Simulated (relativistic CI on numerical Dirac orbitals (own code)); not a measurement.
**I6+: calculation against measurement**

Calculated at this level of theory: Dirac-Coulomb-Breit CI, orbitals from a KLI potential per configuration, a model potential for QED, unscaled Slater integrals (own radial code, finite nucleus).

Configurations in the expansion (outside the closed core [Kr]): 4d¹⁰5s, 4d¹⁰5p, 4d¹⁰5d, 4d¹⁰5f, 4d¹⁰4f, 4d¹⁰5g, 4d¹⁰6s, 4d¹⁰6p, 4d⁹5s², 4d⁹5s4f, 4d¹⁰6d, 4d¹⁰7s, 4d⁹5s5p, 4d¹⁰7p, 4d¹⁰6f, 4d¹⁰7d, 4d¹⁰8s, 4d¹⁰9s, 4d⁹5s5d, 4d⁹5s6s, 4d⁹5s6p, 4d⁹5s6d. Double excitations out of closed p, d and f shells are left out; levels of such configurations are missing from the list, as are those of other unlisted configurations, and high levels can miss mixing partners.

| Configuration | Term (tabulated) | J | Measured (cm⁻¹) | Computed | Error | Purity (%) |
| --- | --- | --- | --- | --- | --- | --- |
| 4d¹⁰5s | 2S | 1/2 | 0.0 | 0 | 0 | 100 |
| 4d¹⁰5p | 2P° | 1/2 | 104960.0 | 99753 | -5207 | 99 |
| 4d¹⁰5p | 2P° | 3/2 | 119960.0 | 114299 | -5661 | 99 |
| 4d¹⁰5d | 2D | 3/2 | 274020.0 | 267545 | -6475 | 100 |
| 4d¹⁰5d | 2D | 5/2 | 276250.0 | 269661 | -6589 | 100 |

Measured levels from Moore, Atomic Energy Levels, vol. III, NSRDS-NBS 35 (1971 reprint of NBS Circular 467, 1958); pairs were made by configuration, J and term (by order where the table uses no LS term), so strongly mixed levels may be paired wrongly. The analysis dates from before 1960.

Mean error by configuration (cm⁻¹): 4d¹⁰5p -5434; 4d¹⁰5d -6532. Over the excited levels the mean absolute error is 5983 cm⁻¹ (4 of the 4 excited levels that our extract of the source holds in range could be paired), and the median relative error of those above 1,000 cm⁻¹ is 3.6 %.
